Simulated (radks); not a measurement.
The numbers below are computed, except where a source is named.
Initial-state core-level shifts of the antimony ion Sb3+ when its valence configuration changes from [Kr] 4d10 5s2. Level of theory: Dirac Kohn-Sham, BLYP, spin-unpolarised, spherical densities, finite nucleus; open shells fill j = l - 1/2 first; Fermi nuclear charge, rms radius 4.6802 fm (a radial shooting solver on a logarithmic mesh with Libxc functionals). Shifts are changes of the shell-averaged eigenvalues in eV (positive: less bound); the change of the density at the nucleus, which sets a Mossbauer isomer shift, is in e/bohr^3, on a base of 2.09e+05.

4d10 5s1 5p1: 2s -1.209; 3s -1.232; 3p -1.231; 4p -1.205; density at nucleus -58.91
4d9 5s2 5p1: 2s -9.343; 3s -8.972; 3p -8.973; 4p -7.420; density at nucleus +22.40
4d7 5s2 5p3: 2s -29.140; 3s -27.770; 3p -27.776; 4p -22.424; density at nucleus +70.22
4d8 5s2 5p2: 2s -18.960; 3s -18.136; 3p -18.139; 4p -14.806; density at nucleus +46.16
4d5 5s2 5p5: 2s -50.323; 3s -47.592; 3p -47.602; 4p -37.532; density at nucleus +121.28
4d6 5s2 5p4: 2s -39.595; 3s -37.590; 3p -37.597; 4p -30.000; density at nucleus +95.28
4d9.5 5s2 5p0.5: 2s -4.637; 3s -4.461; 3p -4.462; 4p -3.714; density at nucleus +11.03
4d7 5s1 5p4: 2s -30.475; 3s -29.122; 3p -29.125; 4p -23.708; density at nucleus -6.88
4d8 5s1 5p3: 2s -20.344; 3s -19.537; 3p -19.539; 4p -16.149; density at nucleus -25.03
